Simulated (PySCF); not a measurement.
H3O3Sn, SMILES [OH][Sn+]([OH])[OH], charge +1.

The structure is a stationary point at PBE0-D3(BJ)/def2-SVP. The multiplicity is an assumed one; other spin states were not compared. The isomer is the one that the SMILES or the coordinates give; other isomers of the formula were not compared. The def2 effective core potentials stand for the cores of Sn; spin–orbit coupling is left out. The values are those of a single conformer.

The numbers are results of CAM-B3LYP/def2-TZVP in PySCF, not measurements.

The molecule is in vacuum.

total energy: -441.52653 hartree
point group: Cs
highest occupied level: -16.88 eV
lowest empty level: -8.10 eV
orbital gap: 8.78 eV
dipole moment about the centre of nuclear charge: 3.12 D
mean static polarisability: 40.0 bohr³ (5.93 Å³)
polarisability, principal values: 26.2, 45.2, 48.6 bohr³
